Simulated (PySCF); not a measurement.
One reaction down a group: F, Cl, Br, I

The same gas-phase reaction for F, Cl, Br, I:
- 2 CuF + H2 → Cu2 + 2 HF
- 2 CuCl + H2 → Cu2 + 2 HCl
- 2 CuBr + H2 → Cu2 + 2 HBr
- 2 CuI + H2 → Cu2 + 2 HI

Energies from PySCF, thermal terms from the rigid-rotor harmonic-oscillator model, ideal gas at 1 bar. † marks an energy on the PBE0/def2-TZVP geometry and frequencies; other levels use their own. MP2 and CCSD(T) freeze the core. All species are closed-shell singlets. I: scalar-relativistic def2 core potential, no spin-orbit coupling. Br, Cu: all electrons, no relativistic terms. MP2 isn't extrapolated to the basis-set limit. CCSD(T) isn't extrapolated to the basis-set limit. The harmonic model lacks anharmonicity and excited electronic states, which grow with temperature; levels with a mode under 35 cm⁻¹ are left out. Warning, large T1 diagnostic: Cu2, CuBr, CuCl, CuF, CuI (CCSD(T)/def2-SVP†).

ΔH°(298 K) in kJ, by level:

```
level                   F     Cl     Br      I
------------------  -----  -----  -----  -----
ωB97M-V/def2-TZVP†  -65.5  116.2  166.0  202.5
CCSD(T)/def2-SVP†   -81.7   91.2  155.2  202.4
ωB97X-V/def2-TZVP†  -42.6  130.4  178.1  212.2
PBE0/def2-SVP†      -80.7  107.7  155.6  199.7
MP2/def2-TZVPP†     -69.5  124.3  172.4  212.1
BLYP/def2-TZVP†     -80.4   64.4  107.4  143.3
PBE0/def2-TZVP      -99.4   94.0  145.6  186.9
```

At ωB97M-V/def2-TZVP†, ΔH° rises from F to I, over a range of 268.0 kJ; the steps are +181.7, +49.8, +36.5 kJ. 7 of the 7 levels shown give the same order. The levels scatter most for Br (70.7 kJ between the highest and the lowest) and least for F (56.8 kJ). ΔS°(298 K) runs from 5.9 to 12.7 J/K, so TΔS° at 298 K spreads over 2.0 kJ among the members, against 268.0 kJ for ΔH°.

Free energies at ωB97M-V/def2-TZVP†:

| member | ΔS°(298 K), J/K | ΔG°(298 K), kJ | ΔG°(2500 K), kJ | ΔG° changes sign |
|---|---|---|---|---|
| F | 5.9 | -67 | -65 | none from 298 to 2500 K |
| Cl | 10.6 | 113 | 106 | none from 298 to 2500 K |
| Br | 11.8 | 162 | 152 | none from 298 to 2500 K |
| I | 12.7 | 199 | 185 | none from 298 to 2500 K |

The NASA 1993 table, where it holds all species, gives ΔH°(298 K) = -35 kJ for F, 119 kJ for Cl; its entries are part measured, part old estimates, and weren't checked at source. After a fit of one offset per element over all species, the range-separated, M06-2X, PBE0/def2-QZVP and CCSD(T)/def2-TZVPP enthalpies, where run, lie to one side of the table for Cu2 (-17 kJ/mol): a fault of the table's entry, another state or a shared error of the levels is possible; this was not checked at source.
